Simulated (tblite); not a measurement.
Compound: C8H9O (doublet state).
Z-matrix (Å and degrees, GFN2-xTB geometry), rows numbered from 1:
```
C 
O   1  1.4053
C   2  1.4101  1  113.28
C   3  1.5132  2  113.25  1    67.99
C   4  1.3869  3  120.92  2  -132.06
C   5  1.3941  4  120.19  3   179.87
C   6  1.3628  5  117.43  4    -0.61
C   7  1.3639  6  124.77  5     0.08
C   4  1.3891  3  119.11  2    47.15
H   1  1.0975  2  111.02  3    61.28
H   1  1.0961  2  111.57  3   -60.20
H   1  1.0879  2  106.55  3  -179.61
H   3  1.1009  2  110.22  1   -55.48
H   3  1.0949  2  105.00  1  -172.27
H   5  1.0814  4  120.31  3    -0.20
H   6  1.0794  5  120.31  4   179.87
H   8  1.0794  7  122.27  6  -179.56
H   9  1.0806  4  119.51  3    -0.14
```

Computed values, GFN2-xTB/tblite, gas phase, harmonic and unscaled. Against measured fundamentals such values can be off by several per cent, at times by over 20. One conformer, not necessarily the lowest. Open shells enter through the occupations alone, without spin polarisation, and single modes of such species can be off by tens of per cent.

Harmonic wavenumbers (cm⁻¹): 26.4, 88.8, 147.8, 216.7, 245.6, 332.2, 363.3, 414.0, 457.9, 560.4, 565.9, 643.8, 756.8, 795.2, 831.2, 891.0, 904.1, 944.1, 967.9, 990.7, 1083.8, 1102.9, 1114.1, 1134.7, 1145.6, 1167.8, 1206.7, 1231.8, 1256.1, 1270.7, 1317.0, 1404.3, 1406.9, 1429.7, 1452.0, 1470.3, 1491.1, 1535.9, 1606.0, 2859.4, 2898.6, 2925.9, 2944.6, 3032.0, 3056.4, 3071.7, 3078.2, 3081.5.

A = 3591, B = 1113, C = 999.6 MHz; mass 121.065 u (most abundant isotopes); point group C1, symmetry number 1; spin multiplicity 2.

Task: What is the zero-point energy?

Result: ½Σν̃ = 31460 cm⁻¹ = 376.34 kJ/mol.

Task: Entropy at 400 K, 1 bar (ideal gas, RRHO, classical rotation)?

Result: Translation 174.78, rotation 124.07, vibration 136.24, spin (R ln 2) 5.76: S = 440.9 J/(mol K).

Task: And Cp and H(400 K) − H(0)?

Result: Cp = 183.69 J/(mol K), of which vibrations give 150.43 (their classical limit is 48 R = 399.1); H(400 K) − H(0) = 41.79 kJ/mol without the zero-point energy, 28.49 from vibrations.

Task: Blend soft modes into free rotors: weight 1/[1 + (100 cm⁻¹/ν̃)⁴] for the oscillator and the rest for a rotor with moment μB/(μ + B), μ = h/(8π²ν), B = 10⁻⁴⁴ kg m². What vibrational entropy results?

Result: 124.15 J/(mol K) in place of 136.24, which changes −T·S at 400 K by +4.84 kJ/mol.

Task: What must be added to the electronic energy to get the Gibbs energy at 400 K and 1 bar?

Result: ZPE + [H(400 K) − H(0)] − T·S = 376.34 + 41.79 − 176.34 = 241.79 kJ/mol.

Hindered rotation and anharmonicity are outside this model. Other conformers, if any are populated, would add a mixing term that is left out. The structure is chiral; the term R ln 2 for an equal mix with its mirror image is left out.
